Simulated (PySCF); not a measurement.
PySCF input file for C4H2ClF3, SMILES FC(F)(F)C=C=CCl, TDA-PBE/def2-SVPD. Coordinates come from a PBE0-D3(BJ)/def2-SVP optimisation.

```python
import numpy as np
from pyscf import gto, scf, dft, tdscf

mol = gto.M(
    atom='''
    F    -2.48271307   -0.34613513    0.43517362
    C    -1.62256890    0.30743395   -0.35042552
    F    -2.30667753    0.72614708   -1.41974341
    F    -1.19437265    1.37827197    0.30815564
    C    -0.49966713   -0.59708325   -0.76766148
    C     0.75627976   -0.34625292   -0.50783551
    C     2.01365149   -0.08818174   -0.26562229
    Cl    2.83190586   -0.61596469    1.15947090
    H    -0.80639933   -1.49706936   -1.31372450
    H     2.63169745    0.48841777   -0.96028457
    ''',
    basis='def2-SVPD',
    charge=0,
    spin=0,
    max_memory=1600,
    verbose=4,
)
mf = dft.RKS(mol, xc='pbe').density_fit(auxbasis='def2-universal-jkfit')
mf.grids.level = 3
mf.conv_tol = 1e-9
mf.max_cycle = 100
mf.kernel()
mf.grids = dft.Grids(mol).set(level=1).build(with_non0tab=True)  # coarser grid for the response kernel
td = tdscf.TDA(mf)
td.singlet = True
td.nstates = 10
td.conv_tol = 1e-4
td.positive_eig_threshold = 1e-6
td.kernel(x0=td.get_init_guess(mf, 15))
td.analyze()
tt = tdscf.TDA(mf)
tt.singlet = False
tt.nstates = 4
tt.conv_tol = 1e-4
tt.positive_eig_threshold = 1e-6
tt.kernel(x0=tt.get_init_guess(mf, 9))
tt.analyze(verbose=3)
```

Log of the run:

```
PySCF version 2.14.0

[INPUT] verbose = 4
[INPUT] num. atoms = 10
[INPUT] num. electrons = 70
[INPUT] charge = 0
[INPUT] spin (= nelec alpha-beta = 2S) = 0
[INPUT] symmetry False subgroup None
[INPUT] Mole.unit = angstrom
[INPUT] Symbol           X                Y                Z      unit          X                Y                Z       unit  Magmom
[INPUT]  1 F     -2.482713070000  -0.346135130000   0.435173620000 AA   -4.691647748178  -0.654100597791   0.822358958436 Bohr   0.0
[INPUT]  2 C     -1.622568900000   0.307433950000  -0.350425520000 AA   -3.066210839237   0.580965966893  -0.662208259858 Bohr   0.0
[INPUT]  3 F     -2.306677530000   0.726147080000  -1.419743410000 AA   -4.358988789388   1.372219107353  -2.682926212056 Bohr   0.0
[INPUT]  4 F     -1.194372650000   1.378271970000   0.308155640000 AA   -2.257037199171   2.604556548465   0.582329763340 Bohr   0.0
[INPUT]  5 C     -0.499667130000  -0.597083250000  -0.767661480000 AA   -0.944234029147  -1.128323816065  -1.450669953578 Bohr   0.0
[INPUT]  6 C      0.756279760000  -0.346252920000  -0.507835510000 AA    1.429161619952  -0.654323188631  -0.959670030229 Bohr   0.0
[INPUT]  7 C      2.013651490000  -0.088181740000  -0.265622290000 AA    3.805249826422  -0.166639337788  -0.501953380680 Bohr   0.0
[INPUT]  8 Cl     2.831905860000  -0.615964690000   1.159470900000 AA    5.351526485951  -1.164004566503   2.191082450403 Bohr   0.0
[INPUT]  9 H     -0.806399330000  -1.497069360000  -1.313724500000 AA   -1.523873880733  -2.829051079878  -2.482579508131 Bohr   0.0
[INPUT] 10 H      2.631697450000   0.488417770000  -0.960284570000 AA    4.973187423216   0.922975819671  -1.814674838946 Bohr   0.0

nuclear repulsion = 420.657784823998
number of shells = 78
number of NR pGTOs = 284
number of NR cGTOs = 192
basis = def2-SVPD
ecp = {}


[settings echo left out]
init E= -913.242830703135
  HOMO = -0.282102376139079  LUMO = -0.120316025026491  gap/eV = 4.40243
cycle= 1 E= -912.079633558655  delta_E= 1.16  |g|= 0.808  |ddm|= 7.68
  HOMO = -0.223279263851647  LUMO = -0.0701476272457127  gap/eV = 4.16692
cycle= 2 E= -911.809201420601  delta_E= 0.27  |g|= 1.53  |ddm|= 2.21
  HOMO = -0.244433235568414  LUMO = -0.084456263396925  gap/eV = 4.35320
cycle= 3 E= -912.191163693644  delta_E= -0.382  |g|= 0.139  |ddm|= 1.69
  HOMO = -0.247671449514711  LUMO = -0.0949231241236959  gap/eV = 4.15649
cycle= 4 E= -912.193566334008  delta_E= -0.0024  |g|= 0.0968  |ddm|= 0.327
  HOMO = -0.253910796245882  LUMO = -0.0961395012093984  gap/eV = 4.29318
cycle= 5 E= -912.195912357751  delta_E= -0.00235  |g|= 0.0294  |ddm|=  0.2
  HOMO = -0.250716787089692  LUMO = -0.0939241623221729  gap/eV = 4.26654
cycle= 6 E= -912.196150058192  delta_E= -0.000238  |g|= 0.00704  |ddm|= 0.0788
  HOMO = -0.250617587369812  LUMO = -0.0938354393063676  gap/eV = 4.26626
cycle= 7 E= -912.196160520952  delta_E= -1.05e-05  |g|= 0.00287  |ddm|= 0.0177
  HOMO = -0.250709420904743  LUMO = -0.0939659582404193  gap/eV = 4.26521
cycle= 8 E= -912.196162370633  delta_E= -1.85e-06  |g|= 0.00103  |ddm|= 0.00746
  HOMO = -0.250724443992588  LUMO = -0.093936442452156  gap/eV = 4.26642
cycle= 9 E= -912.196162640217  delta_E= -2.7e-07  |g|= 0.000248  |ddm|= 0.00221
  HOMO = -0.250722808151623  LUMO = -0.0939488003762703  gap/eV = 4.26604
cycle= 10 E= -912.196162657514  delta_E= -1.73e-08  |g|= 6.42e-05  |ddm|= 0.0006
  HOMO = -0.250720275060789  LUMO = -0.0939466856852631  gap/eV = 4.26603
cycle= 11 E= -912.196162658104  delta_E= -5.89e-10  |g|= 3.35e-05  |ddm|= 0.000115
  HOMO = -0.250720469912284  LUMO = -0.093945894827149  gap/eV = 4.26605
cycle= 12 E= -912.196162658328  delta_E= -2.25e-10  |g|= 1.13e-05  |ddm|= 5.93e-05
  HOMO = -0.25072078337708  LUMO = -0.0939461886434776  gap/eV = 4.26605
Extra cycle  E= -912.196162658264  delta_E= 6.46e-11  |g|= 2.16e-05  |ddm|= 3.32e-05
converged SCF energy = -912.196162658264
tot grids = 47880
Overwritten attributes  positive_eig_threshold  of <class 'pyscf.tdscf.rks.TDA'>


******** <class 'pyscf.tdscf.rks.TDA'> for <class 'pyscf.df.df_jk.DFRKS'> ********
nstates = 10 singlet
deg_eia_thresh = 1.000e-03
wfnsym = None
conv_tol = 0.0001
eigh lindep = 1e-12
eigh level_shift = 0
eigh max_cycle = 100


Excitation energies (eV)
[4.42985083 5.61937194 6.13766178 6.2720801  6.33348449 6.65499747
 6.99245911 7.16462949 7.27779571 7.37170521]

** Singlet excitation energies and oscillator strengths **
Excited State   1:      4.42985 eV    279.88 nm  f=0.0001
      35 -> 36       -0.70534
Excited State   2:      5.61937 eV    220.64 nm  f=0.0016
      33 -> 36        0.68697
      34 -> 36        0.15132
Excited State   3:      6.13766 eV    202.01 nm  f=0.0002
      33 -> 37        0.10007
      34 -> 37        0.69739
Excited State   4:      6.27208 eV    197.68 nm  f=0.0551
      30 -> 37        0.12098
      32 -> 37        0.12115
      33 -> 36        0.10293
      34 -> 36       -0.29427
      34 -> 38        0.10171
      35 -> 37        0.54621
      35 -> 38        0.13812
Excited State   5:      6.33348 eV    195.76 nm  f=0.0002
      33 -> 37       -0.69781
      34 -> 37        0.10039
Excited State   6:      6.65500 eV    186.30 nm  f=0.0022
      34 -> 36        0.11198
      35 -> 38        0.67955
Excited State   7:      6.99246 eV    177.31 nm  f=0.0039
      32 -> 36        0.68288
      35 -> 39        0.15044
Excited State   8:      7.16463 eV    173.05 nm  f=0.5055
      28 -> 36       -0.12928
      32 -> 36       -0.11476
      32 -> 37       -0.17772
      34 -> 36       -0.40040
      34 -> 38        0.16795
      35 -> 37       -0.19690
      35 -> 38        0.10187
      35 -> 39        0.39547
Excited State   9:      7.27780 eV    170.36 nm  f=0.2958
      28 -> 36       -0.10775
      31 -> 36       -0.10177
      32 -> 37       -0.18584
      34 -> 36       -0.25275
      35 -> 37       -0.19089
      35 -> 39       -0.54932
Excited State  10:      7.37171 eV    168.19 nm  f=0.0310
      31 -> 36        0.69513

** Transition electric dipole moments (AU) **
state          X           Y           Z        Dip. S.      Osc.
  1        -0.0058      0.0193      0.0081      0.0005      0.0001
  2        -0.0915      0.0098     -0.0579      0.0118      0.0016
  3        -0.0169      0.0237     -0.0245      0.0014      0.0002
  4        -0.4978     -0.0192     -0.3324      0.3586      0.0551
  5         0.0301      0.0098      0.0096      0.0011      0.0002
  6        -0.1101      0.0268      0.0269      0.0136      0.0022
  7         0.1471     -0.0236     -0.0266      0.0229      0.0039
  8         1.5736      0.0442      0.6336      2.8798      0.5055
  9         1.2052     -0.1479      0.4294      1.6587      0.2958
 10         0.3792      0.0328      0.1630      0.1714      0.0310

** Transition velocity dipole moments (imaginary part, AU) **
state          X           Y           Z        Dip. S.      Osc.
  1        -0.0106      0.0257      0.0263      0.0015      0.0060
  2        -0.0419     -0.0250      0.0237      0.0029      0.0095
  3        -0.0042      0.0088     -0.0001      0.0001      0.0003
  4        -0.0593      0.0039     -0.0191      0.0039      0.0113
  5         0.0039     -0.0025     -0.0010      0.0000      0.0001
  6        -0.0305      0.0402      0.0191      0.0029      0.0079
  7         0.0238     -0.0258      0.0077      0.0013      0.0033
  8         0.2174     -0.0007      0.0912      0.0556      0.1407
  9         0.1872     -0.0961      0.0290      0.0451      0.1125
 10         0.0568     -0.0075      0.0179      0.0036      0.0089

** Transition magnetic dipole moments (imaginary part, AU) **
state          X           Y           Z
  1         0.6023      0.1212     -0.0231
  2        -0.0081      0.1714      0.1652
  3        -0.6148     -0.1992     -0.0833
  4        -0.0670     -0.1822     -0.1012
  5        -0.6060      0.0284     -0.4655
  6        -0.2824      0.0158     -0.2037
  7         0.3905      0.1050      0.0434
  8        -0.0741      0.9199     -0.1558
  9        -0.0682      0.5612      0.1083
 10        -0.0209      0.2111     -0.0265


******** <class 'pyscf.tdscf.rks.TDA'> for <class 'pyscf.df.df_jk.DFRKS'> ********
nstates = 4 triplet
deg_eia_thresh = 1.000e-03
wfnsym = None
conv_tol = 0.0001
eigh lindep = 1e-12
eigh level_shift = 0
eigh max_cycle = 100


Excitation energies (eV)
[4.00889736 4.22012288 4.42208443 5.31472918]

** Triplet excitation energies and oscillator strengths **
Excited State   1:      4.00890 eV    309.27 nm  f=0.0000
Excited State   2:      4.22012 eV    293.79 nm  f=0.0000
Excited State   3:      4.42208 eV    280.38 nm  f=0.0000
Excited State   4:      5.31473 eV    233.28 nm  f=0.0000
```

The calculation finished and met its thresholds.
